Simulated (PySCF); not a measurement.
B3LYP has the VWN-RPA correlation part, as in Gaussian. 

Cartesian coordinates (Å):
```xyz
3

Zn    -0.0014    -0.0076    -0.0025
F     -1.4456     0.9212     0.3395
H      1.2431    -0.8098    -0.2981
```
Charge 0, spin multiplicity 1.

Q: Give the total energy, HOMO, charge on the central atom (meta-Löwdin), LUMO and charge on the central atom (Mulliken) at the level B3LYP-D3(BJ)/def2-TZVP // BP86-D3(BJ)/def2-SVP (PySCF).

A: 
| Item | Value |
|---|---|
| total energy | -51156.33 eV |
| HOMO | -9.54 eV |
| charge on the central atom (meta-Löwdin) | 1.09 e |
| LUMO | -0.89 eV |
| charge on the central atom (Mulliken) | 0.50 e |
